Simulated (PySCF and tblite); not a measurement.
Results of a calculation; reference values are marked as such.
## Barrier and rate of a rearrangement

System: C₈H₉N, numbered as in [NH2:1][C:2]1=[CH:3][C@H:4]2[CH:5]=[CH:6][C@H:7]3[C@@H:8]1[C@@H:9]23.

Motion: Cope rearrangement (breaking C8–C7, making C3–C5). Level: PBE/pcSseg-1 + D3(BJ), IEF-PCM acetone on PBE0-D3(BJ)/def2-SVP stationary points, with GFN2-xTB thermal terms. Rates follow Eyring's equation with the number of equivalent paths and no tunnelling. Run with tblite and PySCF.

| point | symmetry | E(GFN2) kcal/mol | E(DFT) kcal/mol | ZPE change kcal/mol | lowest mode cm⁻¹ | dipole D |
| --- | --- | --- | --- | --- | --- | --- |
| start | C1 | 0.0 | 0.0 | 0.00 | 169 | 2.57 |
| saddle | Cs | 8.0 | 6.2 | -1.08 | 429i | 2.46 |
| end | C1 | 0.0 | 0.0 | 0.00 | 169 | 2.57 |

```json
{
 "Electronic barrier": "6.2 kcal/mol",
 "Barrier with zero-point energy": "5.1 kcal/mol",
 "ΔH‡ (298 K)": "5.0 kcal/mol",
 "ΔS‡ (298 K, symmetry apart)": "-0.9 cal/(mol K)",
 "Paths": "1 equivalent path",
 "End point": "the same structure with atoms interchanged, or its mirror image",
 "Mean lifetime of the start against this motion at 298 K": "1.2 ns",
 "Cost": "4.6 min on 1 thread of Arm Neoverse V1 (shared host) (rough), peak memory 0.81 GiB, launched as `OMP_NUM_THREADS=1 python ens_run.py task.json out`"
}
```

```json
{"T/K": "200", "ΔG‡ kcal/mol": "5.2", "k s⁻¹": "8.6×10⁶"}
{"T/K": "250", "ΔG‡ kcal/mol": "5.2", "k s⁻¹": "1.4×10⁸"}
{"T/K": "298", "ΔG‡ kcal/mol": "5.3", "k s⁻¹": "8.4×10⁸"}
{"T/K": "350", "ΔG‡ kcal/mol": "5.3", "k s⁻¹": "3.4×10⁹"}
{"T/K": "400", "ΔG‡ kcal/mol": "5.4", "k s⁻¹": "9.6×10⁹"}
```

ΔG and ΔG‡ leave out symmetry numbers and mirror images; rates count paths: 1 out.
